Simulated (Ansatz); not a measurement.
`CS[SiH](O)F` → `[CH3]`• + `O[SiH](F)[S]`•  (homolysis of the C–S bond)

Program: Ansatz. Geometries: PBE0-D4/def2-TZVP. ΔE: electronic, gas phase. CCSD(T)/CBS adds triple-zeta CCSD(T) − MP2 to the extrapolated MP2 energy (def2 sets, frozen cores). This one scheme is used for every species. Functionals use def2-TZVPP. No spin–orbit coupling; open shells (•) take unrestricted orbitals. Each species was taken in one conformer, which may not be the lowest.

| level | ΔE (kJ/mol) | difference from CCSD(T)/CBS |
| --- | --- | --- |
| r2SCAN-D4 | 309.4 | -23.6 |
| ωB97X-V | 334.1 | 1.1 |
| PBE | 327.8 | -5.2 |
| PBE0 | 321.6 | -11.4 |
| HF/def2-TZVPP | 190.7 | -142.3 |
| SCS-MP2/def2-TZVPP | 329.9 | -3.1 |
| CCSD/def2-TZVPP | 305.5 | -27.5 |
| MP2/def2-QZVPP | 348.6 | 15.6 |
| HF/CBS(def2) | 190.5 | -142.5 |
| MP2/CBS(def2) | 354.6 | 21.6 |
| CCSD(T)/CBS | 333.0 | 0 |

Largest T1 diagnostic among the species: 0.014.

The D4 term adds +12.9 kJ/mol with B3LYP and +6.9 kJ/mol with PBE0; it sums over pairs of atoms, weighted by their polarisabilities, and B3LYP, whose exchange is more repulsive, gets the larger term. In def2-TZVPP, CCSD(T) changes the Hartree–Fock value by +128.4 kJ/mol (the triples alone add +13.6 kJ/mol) and MP2 by +150.0 kJ/mol; breaking electron pairs costs correlation energy, which Hartree–Fock lacks. From PBE to PBE0 (25 % exact exchange), in def2-TZVPP and without D4, ΔE moves by −6.1 kJ/mol: exact exchange takes away binding that semilocal exchange gives to molecules.

B3LYP here is the variant with VWN-RPA as its local correlation; programs differ in this.
